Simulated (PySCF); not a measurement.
**Structure elucidation problem**

Molecular formula: C4H7N3OSi. Simulated spectra:

¹H NMR (400 MHz, computed): δ 11.26 (br s, 1H), 4.65 (s, 3H), 2.80 (s, 3H).

¹³C{¹H} NMR (computed): δ 200.0 (C), 157.9 (C), 151.4 (C), 29.3 (CH3).

- GFN2-xTB structure
- PBE0/pcSseg-1 with gauge-including orbitals
- program: PySCF 2.14
- one conformer, no solvent, equivalent nuclei averaged, non-relativistic Hamiltonian

Referencing at the same level of theory: TMS for ¹H (σ = 31.72 ppm) and ¹³C (σ = 186.93 ppm).

Problem. Which of these isomers gave the spectra?
A. CC(=O)c1n[nH]nc1[SiH3]
B. Cc1ncnnc1O[SiH3]
C. CC(=O)c1cn([SiH3])nn1
D. CC(=O)c1cnn([SiH3])n1

Solution. A. 

1. Rings plus π bonds: 4 (1 ring in the answer).
2. 4 carbon signals for 4 carbons: no two carbons are equivalent.
3. Carbon types of the structure: 3 × C, 1 × CH3, leaving 4 H on heteroatoms.
4. δC 200.0: ketone carbonyl carbon; low-lying n→π* states of the double bond to the heteroatom give a large paramagnetic term (-260 ppm).
5. δC 157.9, 151.4: substituted aromatic carbon next to a ring nitrogen.
6. δC 29.3: methyl carbon α to a carbonyl; α to the electron-withdrawing carbonyl group.
7. δH 11.26: hydrogen on a pyrrole-type ring nitrogen; exchangeable, gas-phase position.
8. δH 2.80: hydrogen on a methyl carbon α to a carbonyl; α to C=O.

The others: Cc1ncnnc1O[SiH3] would give 3 signals for carbon-bound and other non-exchanging H, not 2; CC(=O)c1cn([SiH3])nn1 would give 3 signals for carbon-bound and other non-exchanging H, not 2; CC(=O)c1cnn([SiH3])n1 would give 3 signals for carbon-bound and other non-exchanging H, not 2.

OH/NH shifts are gas-phase values; hydrogen bonding in solution moves them, usually downfield. Shifts are as computed. Against solution values, carbons near 30 ppm lie about +3 ppm off and those near 130 ppm about +5 ppm. Of 1211 compounds with measured shifts, 218 miss one by over three times the rms of a fit or turn the order of signals round; such compounds aren't used in these exercises. No couplings were computed; multiplicities are counted from neighbouring protons, with m where these are inequivalent, close in shift, in a saturated or five-membered ring or joined by F or P, and br s for small geminal =CH2 splittings.
